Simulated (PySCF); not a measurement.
Cd³⁺: interval between two levels

Cd³⁺ [Kr] 4d9 [2D5/2, M_J = 5/2] → Cd³⁺ [Kr] 4d8 5p1 [4G11/2, M_J = 11/2], as a difference of total energies. All numbers are calculated (PySCF 2.14, the two-component X2C-1e Hamiltonian, in x2c-TZVPall-2c (8s9p7d1f, 77 functions)). Correlated levels: [Ar] 3d10 frozen; the 6 highest virtual spinors dropped. "Screened" scales the spin-orbit matrix elements by Boettger's factors to mimic the two-electron term; Breit and QED terms are absent.

| method | interval between two levels (cm⁻¹) |
| --- | --- |
| GHF (spin-free) | 173390 |
| GMP2 (spin-free) | 177480 |
| GHF (screened spin-orbit) | 173330 |
| GMP2 (screened spin-orbit) | 177440 |

The labels give the starting determinants; with spin-orbit coupling the two ends relaxed to ⟨J²⟩ = 8.75, ⟨L²⟩ = 6.02, ⟨S²⟩ = 0.77 and ⟨J²⟩ = 35.76, ⟨L²⟩ = 20.12, ⟨S²⟩ = 3.73.
